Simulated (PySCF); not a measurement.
Bond length, frequency and bond energy of CuF⁻ by level of theory

State: ²Σ⁺ (doublet), unpaired electrons σ ↑. Set-up: basis Cu def2-TZVPPD, F def2-TZVPPD; no relativity; PySCF 2.14. De refers to Cu (3d10 4s1) + F⁻ in their ground configurations, without counterpoise correction. The functionals are run spin-unrestricted. A positive dipole points towards F; it is taken about the centre of mass and depends on that origin.

```
      Level  Re (Å)  ωe (cm⁻¹)  De (eV)  μ (D)
        UHF   1.927        411      n/a  -0.15
    UHF-MP2   1.833        455      n/a    n/a
UHF-SCS-MP2   1.853        442      n/a    n/a
        PBE   1.861        451     2.05  -0.25
       BLYP   1.881        434     1.89  -0.54
       BP86   1.857        456     2.04  -0.19
     r²SCAN   1.832        488     2.31  -0.05
      B3LYP   1.871        442     1.84  -0.57
       PBE0   1.857        453     1.95  -0.27
  BHandHLYP   1.878        435      n/a  -0.60
     M06-2X   1.899        441     1.97  -0.58
    LC-ωPBE   1.849        473     2.02  -0.02
```

The bond length runs from 1.832 Å (r²SCAN) to 1.927 Å (UHF). De spans 1.84 eV (B3LYP, global hybrid GGA) to 2.31 eV (r²SCAN, meta-GGA).

Correlated steps freeze 6 core orbitals. For an ion De counts to the pair picked by the measured ionisation energies or electron affinities, which need not be the lowest pair at this level. The highest Kohn–Sham level is positive in this anion. Much of that is self-interaction error, but it also means that the finite basis helps to hold the extra electron. With d or f electrons several states lie close, and the lowest PBE0 determinant need not be the measured ground state.

The whole job (state search and all levels along the bond) took about 13 min on 2 threads of Arm Neoverse V1 (shared host), peak memory 4.8 GiB.
